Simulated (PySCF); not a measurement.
Mg(Br)(Et), SMILES [Br][Mg][CH2]C (PBE0/def2-SVP optimised geometry):

```
9

Mg     0.764     0.384     0.000
Br     3.131     0.384     0.000
C     -1.335     0.388    -0.016
C     -2.030    -0.375     1.113
H     -1.656    -0.010    -0.996
H     -1.662     1.445    -0.017
H     -1.771     0.023     2.109
H     -1.762    -1.445     1.123
H     -3.131    -0.329     1.036
```

Computed with PBE0/def2-TZVP run with PySCF.

What are the frontier orbital energies and the dipole moment?

HOMO-2 -7.98 eV, HOMO-1 -7.98 eV, HOMO -6.98 eV, LUMO -1.16 eV, LUMO+1 -0.26 eV; dipole moment 2.34 D.

Meta-Löwdin charges at PBE0/def2-TZVP: Mg1 1.29, Br2 -0.75, C3 -0.72, C4 -0.33, H5 0.10, H6 0.10, H7 0.10, H8 0.10, H9 0.11.
